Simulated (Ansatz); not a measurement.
Total energies of Cu(NH3)(SH) (CuSNH₄) from Ansatz at PBE-D4/def2-TZVP, gas phase (1 Eh = 27.2114 eV = 2625.5 kJ/mol). The reference geometry is relaxed at r2SCAN-D4/def2-TZVP.

| state | geometry | energy (Eh) |
| --- | --- | --- |
| charge 0 singlet | reference | -2095.50469 |
| charge 1 doublet | reference | -2095.22869 |
| charge 1 doublet | relaxed at r2SCAN-D4/def2-TZVP | -2095.22900 |
| free Cu atom (doublet) | – | -1640.24447 |
| free N atom (quartet) | – | -54.53214 |
| free H atom (doublet) | – | -0.49962 |
| free S atom (triplet) | – | -397.93833 |

(1) Work out the vertical ionisation energy to the doublet.

(2) How much does the charge 1 doublet relax, and what is the adiabatic ionisation energy?

(3) What is the binding energy per atom against free atoms?

(1) E(charge 1 doublet) − E(charge 0 singlet) = -2095.22869 − (-2095.50469) = 0.27600 Eh = 7.51 eV. For comparison, −ε of the highest occupied level is 4.17 eV at this level, 3.34 eV less.

(2) Relaxation: -2095.22869 − (-2095.22900) = 0.00031 Eh = 0.01 eV. Adiabatic ionisation energy: 0.27569 Eh = 7.50 eV, without zero-point energy. 

(3) Atoms: 1 × (-1640.24447) + 1 × (-54.53214) + 4 × (-0.49962) + 1 × (-397.93833) = -2094.71342 Eh. Binding: -2094.71342 − (-2095.50469) = 0.79127 Eh = 21.53 eV, or 3.08 eV for each of 7 atoms (no zero-point energy, no counterpoise term).
